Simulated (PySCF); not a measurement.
diboron tetrachloride anion (B2Cl4), SMILES B(Cl)(Cl)B(Cl)Cl (connectivity only; charge and spin as stated), charge -1, multiplicity 2.

Geometry: PBE-D3(BJ)/def2-SVPD. The spin state was assumed, not searched. One conformer was computed; it need not be the lowest.

Level of theory: PySCF with PBE-D3(BJ)/def2-SVPD.

Frequencies are harmonic and unscaled.

Computed harmonic wavenumbers and intensities:
| mode | ν (cm⁻¹) | IR (km/mol) | moving atoms (share of kinetic energy) |
|---|---|---|---|
| 1 | 58 | 0.0 | Cl 100 % |
| 2 | 98 | 0.0 | Cl 95 % |
| 3 | 171 | 0.0 | Cl 100 % |
| 4 | 227 | 0.2 | B 87 %, Cl 13 % |
| 5 | 244 | 0.0 | Cl 93 % |
| 6 | 258 | 0.3 | Cl 89 %, B 11 % |
| 7 | 357 | 0.0 | Cl 99 % |
| 8 | 432 | 0.0 | B 97 % |
| 9 | 638 | 165.7 | B 75 %, Cl 25 % |
| 10 | 750 | 399.6 | B 82 %, Cl 18 % |
| 11 | 776 | 0.0 | B 91 %, Cl 9 % |
| 12 | 1198 | 0.0 | B 98 % |
